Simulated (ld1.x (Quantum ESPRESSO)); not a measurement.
**Before and after: TM potential for Sb (Z = 51)**

Sb, norm-conserving Troullier–Martins (Kleinman–Bylander form), made with ld1.x (Quantum ESPRESSO) 7.5 (PBE, scalar-relativistic). Core [Kr] 4d10, reference 5s2 5p2.5 (charge +0.5). Waves: 5p (bound): rc 1.95 bohr; 5s (bound): rc 1.55 bohr. Local part: the s channel. Core correction: Bessel-smoothed model core inside 1.20 bohr.

Change: reference 5s1 5p4.

Cutoffs: the cutoffs (Ry, on a coarse ladder) from which the occupation-weighted sum of valence levels, in a spherical-Bessel basis at the reference potential, stays within 10 and 1 mRy of its value at 400 Ry; they do not see the model core or the augmentation charge, which bear on the density cutoff. Errors are all-electron minus pseudo energies relative to the spin-unpolarised reference configuration.

Question: What does the change do?

Answer: The potential gets softer (45 Ry and 100 Ry → 30 Ry and 70 Ry); neither file shows a bound ghost.

```csv
quantity,base,changed
"cutoff, loose",45 Ry,30 Ry
"cutoff, tight",100 Ry,70 Ry
bound ghosts,none,none
"largest error over its own tests, meV",-436,-339
s: phases at 2.14 bohr within 0.05 rad from the reference energy up to (Ry; the scan ends near 5),1.8,2.0
p: phases at 2.14 bohr within 0.05 rad from the reference energy up to (Ry; the scan ends near 5),to the end of the scan,to the end of the scan
```
